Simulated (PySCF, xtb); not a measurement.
C3H6F2Si, SMILES F[C@H]1C[C@H]1[SiH2]F. The values are those of a single conformer.

Harmonic wavenumbers (cm⁻¹) from GFN2-xTB (xtb 6.7.1) at its own minimum, in rising order: 22, 116, 188, 237, 401, 458, 532, 571, 690, 725, 761, 812, 831, 862, 977, 1017, 1028, 1067, 1075, 1129, 1207, 1277, 1372, 1456, 2332, 2358, 3036, 3044, 3089, 3107.

Problem. What does PBE0-D3(BJ)/def2-SVP in PySCF give at its own minimum? (Estimate from the structure and the level; the computed values follow.)

Solution. 59, 115, 194, 252, 424, 504, 625, 702, 750, 812, 840, 869, 932, 958, 988, 1020, 1047, 1074, 1112, 1173, 1232, 1313, 1397, 1483, 2263, 2272, 3150, 3169, 3195, 3252. Paired by order, the mean absolute difference is 57 cm⁻¹ and the zero-point energies are 51.1 and 53.1 kcal/mol.
